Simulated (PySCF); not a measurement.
# Working out the ionisation energy of Co

Co [Ar] 3d7 4s2 (4F) → Co⁺ [Ar] 3d8 (3F). Computed with PySCF 2.14 in def2-TZVPPD, with the non-relativistic Hamiltonian (point nucleus). Frozen: [Ar]. Energies in hartree (1 hartree = 27.21139 eV):

```csv
part,Co (lower),Co⁺ (upper)
UHF,-1381.397535,-1381.109254
CCSD correlation,-0.244792,-0.256200
(T),-0.007741,-0.008166
```

What does Hartree-Fock give?

(-1381.109254) − (-1381.397535) = 0.288281 hartree = 7.845 eV.

What do CCSD and CCSD(T) give?

The CCSD correlation energies differ by -0.011408 hartree = -0.310 eV and the triples by -0.000425 hartree = -0.012 eV, so CCSD gives 7.535 eV and CCSD(T) 7.523 eV.

Measured between the centres of the two terms (NIST): 7.869 eV, so CCSD(T) (valence) is off by -0.346 eV.

The calculation is non-relativistic.

What remains against the reference includes basis incompleteness, the frozen core and higher excitations.
